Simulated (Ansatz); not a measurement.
`O[SiH2][CH2][SnH3]` and `BC[SiH2]O` differ in one atom or group.

Ansatz, PBE0-D4/def2-TZVP geometries, multiplicity 1. Each molecule was computed in one conformer, which needn't be the lowest.

Elements past krypton have def2 core potentials.

```csv
property,`O[SiH2][CH2][SnH3]`
HOMO energy (B3LYP/def2-TZVPP) / eV,-8.03
LUMO energy (PBE0/def2-TZVPP) / eV,0.03
HOMO energy (PBE0/def2-TZVPP) / eV,-8.24
HOMO–LUMO gap (PBE0/def2-TZVPP) / eV,8.28
LUMO energy (B3LYP/def2-TZVPP) / eV,-0.23
size of the dipole moment (B3LYP/def2-TZVPP) / D,1.44
```

Problem. What does the change do to each property? (An estimate is asked.)

Solution. The calculation gave: 
| property | `BC[SiH2]O` | shift |
| --- | --- | --- |
| HOMO energy (B3LYP/def2-TZVPP) / eV | -8.32 | -0.29 |
| LUMO energy (PBE0/def2-TZVPP) / eV | -1.43 | -1.46 |
| HOMO energy (PBE0/def2-TZVPP) / eV | -8.55 | -0.31 |
| HOMO–LUMO gap (PBE0/def2-TZVPP) / eV | 7.12 | -1.16 |
| LUMO energy (B3LYP/def2-TZVPP) / eV | -1.65 | -1.42 |
| size of the dipole moment (B3LYP/def2-TZVPP) / D | 1.75 | 0.31 |

With PBE0 the HOMO falls by 0.31 eV and the LUMO falls by 1.46 eV, so the gap narrows by about 1.15 eV. PBE moves the HOMO by -0.17 eV and ωB97M-V by -0.44 eV. Dipoles are sizes alone; their direction can turn.

B3LYP here is the variant with VWN-RPA as its local correlation; programs differ in this.
